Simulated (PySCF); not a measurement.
Isomers of C4H4FNO2.

All values: wB97X-D/def2-SVPD (PySCF) at GFN2-xTB geometries, gas phase, one conformer each. Core orbitals are frozen in the response; Δα² is half the sum of the squared differences of the principal polarisabilities.

(1) Rank by HOMO–LUMO gap, highest first.
A. `[N:1]#[C:2][C@@H:3]1[CH2:4][O:5][C@@H:6]([F:7])[O:8]1` with C2–C3–C4–O5 -109°, C3–C4–O5–C6 -26°, C4–O5–C6–F7 -82°, O5–C6–O8–C3 -30°
B. `[N:1]#[C:2][C@@:3]1([CH2:4][OH:5])[O:6][C@H:7]1[F:8]` with C2–C3–C4–O5 -93°, C3–C4–O5–H 171°
C. `[O:1]=[CH:2][C:3](=[O:4])[NH:5]/[CH:6]=[CH:7]/[F:8]` with O1–C2–C3–O4 180°, C2–C3–N5–C6 180°, C3–N5–C6–C7 180°
D. `[CH2:1]=[N:2]/[C:3]([F:4])=[CH:5]\[O:6][CH:7]=[O:8]` with C1–N2–C3–F4 0°, C3–C5–O6–C7 180°, C5–O6–C7–O8 0°

(2) Rank by HOMO energy, lowest first.
A. `[N:1]#[C:2][C@@H:3]1[CH2:4][O:5][C@@H:6]([F:7])[O:8]1` with C2–C3–C4–O5 -109°, C3–C4–O5–C6 -26°, C4–O5–C6–F7 -82°, O5–C6–O8–C3 -30°
B. `[O:1]=[CH:2][C:3](=[O:4])[NH:5]/[CH:6]=[CH:7]/[F:8]` with O1–C2–C3–O4 180°, C2–C3–N5–C6 180°, C3–N5–C6–C7 180°
C. `[N:1]#[C:2][C@@:3]1([CH2:4][OH:5])[O:6][C@H:7]1[F:8]` with C2–C3–C4–O5 -93°, C3–C4–O5–H 171°
D. `[CH2:1]=[N:2]/[C:3]([F:4])=[CH:5]/[O:6][CH:7]=[O:8]` with C1–N2–C3–F4 0°, C3–C5–O6–C7 180°, C5–O6–C7–O8 0°

(3) Rank by mean static polarisability, lowest first.
A. `[N:1]#[C:2][C@@H:3]1[CH2:4][O:5][C@H:6]([F:7])[O:8]1` with C2–C3–C4–O5 -125°, C3–C4–O5–C6 24°, C4–O5–C6–F7 83°, O5–C6–O8–C3 32°
B. `[CH2:1]=[N:2]/[C:3]([F:4])=[CH:5]\[O:6][CH:7]=[O:8]` with C1–N2–C3–F4 0°, C3–C5–O6–C7 180°, C5–O6–C7–O8 0°
C. `[N:1]#[C:2][C@@:3]1([CH2:4][OH:5])[O:6][C@H:7]1[F:8]` with C2–C3–C4–O5 -93°, C3–C4–O5–H 171°
D. `[O:1]=[CH:2][C:3](=[O:4])[NH:5]/[CH:6]=[CH:7]\[F:8]` with O1–C2–C3–O4 180°, C2–C3–N5–C6 180°, C3–N5–C6–C7 180°

Results:

(1) A (12.64 eV), B (12.15 eV), D (8.73 eV), C (7.89 eV).

(2) A (-11.21 eV), C (-10.96 eV), D (-9.03 eV), B (-8.90 eV).

(3) A (8.24 Å³), C (8.57 Å³), D (10.04 Å³), B (10.97 Å³).

All values together:

```json
{"SMILES": "C=N/C(F)=C\\OC=O", "μ (D)": "2.48", "HOMO (eV)": "-9.00", "LUMO (eV)": "-0.27", "α (Å³)": "10.97", "Δα (Å³)": "11.27"}
{"SMILES": "N#C[C@@H]1CO[C@H](F)O1", "μ (D)": "4.14", "HOMO (eV)": "-11.16", "LUMO (eV)": "1.39", "α (Å³)": "8.24", "Δα (Å³)": "2.45"}
{"SMILES": "C=N/C(F)=C/OC=O", "μ (D)": "1.99", "HOMO (eV)": "-9.03", "LUMO (eV)": "-0.18", "α (Å³)": "11.04", "Δα (Å³)": "11.67"}
{"SMILES": "O=CC(=O)N/C=C\\F", "μ (D)": "0.97", "HOMO (eV)": "-8.98", "LUMO (eV)": "-0.98", "α (Å³)": "10.04", "Δα (Å³)": "7.46"}
{"SMILES": "O=CC(=O)N/C=C/F", "μ (D)": "1.89", "HOMO (eV)": "-8.90", "LUMO (eV)": "-1.02", "α (Å³)": "10.09", "Δα (Å³)": "7.77"}
{"SMILES": "N#C[C@@]1(CO)O[C@H]1F", "μ (D)": "5.30", "HOMO (eV)": "-10.96", "LUMO (eV)": "1.18", "α (Å³)": "8.57", "Δα (Å³)": "2.38"}
{"SMILES": "N#C[C@@H]1CO[C@@H](F)O1", "μ (D)": "2.37", "HOMO (eV)": "-11.21", "LUMO (eV)": "1.43", "α (Å³)": "8.29", "Δα (Å³)": "3.09"}
```

Conformers: `[CH2:1]=[N:2]/[C:3]([F:4])=[CH:5]\[O:6][CH:7]=[O:8]` with C1–N2–C3–F4 0°, C3–C5–O6–C7 180°, C5–O6–C7–O8 0°; `[N:1]#[C:2][C@@H:3]1[CH2:4][O:5][C@H:6]([F:7])[O:8]1` with C2–C3–C4–O5 -125°, C3–C4–O5–C6 24°, C4–O5–C6–F7 83°, O5–C6–O8–C3 32°; `[CH2:1]=[N:2]/[C:3]([F:4])=[CH:5]/[O:6][CH:7]=[O:8]` with C1–N2–C3–F4 0°, C3–C5–O6–C7 180°, C5–O6–C7–O8 0°; `[O:1]=[CH:2][C:3](=[O:4])[NH:5]/[CH:6]=[CH:7]\[F:8]` with O1–C2–C3–O4 180°, C2–C3–N5–C6 180°, C3–N5–C6–C7 180°; `[O:1]=[CH:2][C:3](=[O:4])[NH:5]/[CH:6]=[CH:7]/[F:8]` with O1–C2–C3–O4 180°, C2–C3–N5–C6 180°, C3–N5–C6–C7 180°; `[N:1]#[C:2][C@@:3]1([CH2:4][OH:5])[O:6][C@H:7]1[F:8]` with C2–C3–C4–O5 -93°, C3–C4–O5–H 171°; `[N:1]#[C:2][C@@H:3]1[CH2:4][O:5][C@@H:6]([F:7])[O:8]1` with C2–C3–C4–O5 -109°, C3–C4–O5–C6 -26°, C4–O5–C6–F7 -82°, O5–C6–O8–C3 -30°.
